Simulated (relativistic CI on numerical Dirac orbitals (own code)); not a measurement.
Calculated at this level of theory: Dirac-Coulomb-Breit CI, KLI orbitals optimised for each configuration, model QED (radiative potential, 1s self-energy scaled to tabulated hydrogen-like ionisation energies), unscaled Slater integrals (own radial code, finite nucleus).

Configurations in the expansion (outside the closed core [Ar]): 3d10 4s2, 3d10 4s 4p, 3d10 4p2, 3d10 4s 4d, 3d10 4d2, 3d10 4s 4f, 3d10 4p 4d, 3d10 4f2, 3d10 4p 4f, 3d10 4d 4f, 3d10 4s 5s, 3d10 4s 5p, 3d10 4s 5d, 3d10 4s 5f, 3d10 4s 5g, 3d10 4s 6s, 3d10 4s 6p, 3d10 4s 6d, 3d10 4s 6f, 3d10 4s 7s, 3d9 4s2 4p, 3d9 4s2 4d, 3d9 4s2 4f, 3d9 4s2 5s, 3d9 4s2 5p, 3d9 4s2 5d. Double excitations out of closed p, d and f shells are left out; levels of such configurations are missing from the list, as are those of other unlisted configurations, and high levels can miss mixing partners. These lack a partner that the ground configuration has and come out too high: 3d9 4s2 4p, 3d9 4s2 4d, 3d9 4s2 4f, 3d9 4s2 5s, 3d9 4s2 5p.

At this charge energies of transitions that change n are usually good to better than 1 %, and those within a shell (Δn = 0) to a few per cent.

Outline of the computed level scheme of Ce XXIX. Lowest level of each configuration: 3d10 4s2 1S_0 at 0.000 eV; 3d10 4s 4p 3P°_0 at 53.204 eV; 3d10 4p2 3P_0 at 123.587 eV; 3d10 4s 4d 3D_1 at 184.043 eV; 3d10 4p 4d 3F°_2 at 240.204 eV; 3d10 4s 4f 3F°_2 at 298.943 eV; 3d10 4p 4f 3G_3 at 357.958 eV; 3d10 4d2 3F_2 at 374.211 eV.

Some strong electric-dipole decays among the lowest 45 levels: 3d10 4d2 3F_2 → 3d10 4p 4d 3D°_1 (3.3e+11 s⁻¹); 3d10 4s 4f 1F°_3 → 3d10 4s 4d 1D_2 (3.2e+11 s⁻¹); 3d10 4p 4d 3D°_1 → 3d10 4p2 3P_0 (3.2e+11 s⁻¹); 3d10 4s 4d 1D_2 → 3d10 4s 4p 1P°_1 (2.8e+11 s⁻¹); 3d10 4p 4d 3D°_3 → 3d10 4p2 1D_2 (2.6e+11 s⁻¹); 3d10 4p 4f 3F_4 → 3d10 4p 4d 3D°_3 (2.3e+11 s⁻¹); 3d10 4s 4f 3F°_4 → 3d10 4s 4d 3D_3 (2.2e+11 s⁻¹); 3d10 4d2 3P_1 → 3d10 4p 4d 3P°_2 (2.1e+11 s⁻¹).

LS names give the leading component of a level, which can be under half, so a name can repeat, a term be missing and a line seem to break the LS rules.
